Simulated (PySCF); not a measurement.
# CuH2: from structure and modes to constants

These are results of UPBE0/[Cu def2-TZVP, H def2-TZVP], no relativity, density fitting, PySCF, not measurements.

The doublet minimum has C2v symmetry. Masses (u): Cu 62.92960, H 1.00782.

```xyz
3
charge 0 multiplicity 2, angstrom
Cu    0.0000    0.0000   -0.0234
H     1.3206    0.0000    0.7309
H    -1.3206    0.0000    0.7309
```

Harmonic wavenumbers (cm⁻¹): 635.0 (a1, ×1), 1653.0 (b2, ×1), 1778.6 (a1, ×1).

(1) Find the principal moments of inertia and the rotational constants. What kind of rotor is it?

(2) Find the vibrational entropy and heat capacity at 298.15 K.

Results:

(1) About the centre of mass I = 1.1113, 3.5151, 4.6264 u Å². With B = 16.8576/I this gives 15.17, 4.796, 3.644 cm⁻¹. The molecule is an asymmetric top with κ = -0.80.

(2) With u = 1.43878 ω/T, each mode gives S = R[u/(eᵘ−1) − ln(1−e⁻ᵘ)] and C = R u² eᵘ/(eᵘ−1)².
```
ω (cm⁻¹)      u  S (J/(mol K))  C (J/(mol K))
   635.0  3.064           1.65           4.01
  1653.0  7.977           0.03           0.18
  1778.6  8.583           0.01           0.11
```
The sums over all modes are S = 1.7 and C = 4.3 J/(mol K); the softest mode gives 98 % of the entropy.

This need not be the most stable arrangement of these atoms. With open d or f shells other occupations or spin states may lie lower.
